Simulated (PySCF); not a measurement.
**Chlorine: a sound run and one with changed settings**

Sound run: Cl²⁺ [Ne] 3s2 3p3, Cl³⁺ [Ne] 3s2 3p2. Calculation: PySCF 2.14, in def2-SVP; no relativity, point nucleus. In the sound run the correlated levels freeze [Ne]. The sound run starts from symmetry-adapted Hartree-Fock orbitals and uses a fine grid where one is needed.

Changed run: the spin-free X2C one-electron Hamiltonian (Gaussian nucleus). This setting is unsound on purpose.

```
species   method  sound run (hartree)  changed run (hartree)  converged
   Cl²⁺      UHF           -458.05079             -459.29970        yes
   Cl²⁺    M06-L           -458.62735             -459.87576        yes
   Cl²⁺    B3LYP           -458.64430             -459.89245        yes
   Cl²⁺      MP2           -458.12338             -459.37224        yes
   Cl²⁺  CCSD(T)           -458.14333             -459.39212        yes
   Cl³⁺      UHF           -456.62025             -457.86804        yes
   Cl³⁺    M06-L           -457.16667             -458.41413        yes
   Cl³⁺    B3LYP           -457.19158             -458.43866        yes
   Cl³⁺      MP2           -456.67711             -457.92486        yes
   Cl³⁺  CCSD(T)           -456.70034             -457.94796        yes
```

Ionisation energy of Cl²⁺:

```json
{"method": "UHF", "sound run (eV)": "38.927", "changed run (eV)": "38.957"}
{"method": "M06-L", "sound run (eV)": "39.747", "changed run (eV)": "39.773"}
{"method": "B3LYP", "sound run (eV)": "39.531", "changed run (eV)": "39.560"}
{"method": "MP2", "sound run (eV)": "39.355", "changed run (eV)": "39.385"}
{"method": "SCS-MP2", "sound run (eV)": "39.191", "changed run (eV)": "39.222"}
{"method": "CCSD", "sound run (eV)": "39.265", "changed run (eV)": "39.296"}
{"method": "CCSD(T)", "sound run (eV)": "39.266", "changed run (eV)": "39.298"}
```

Most of the change in total energy is the relativistic energy itself. On top of that the contraction fixes the core shape for the Hamiltonian it was made with, so the changed run is not a good calculation with the other Hamiltonian either.

For comparison, NIST gives 39.8 ± 0.11 eV between the lowest levels.
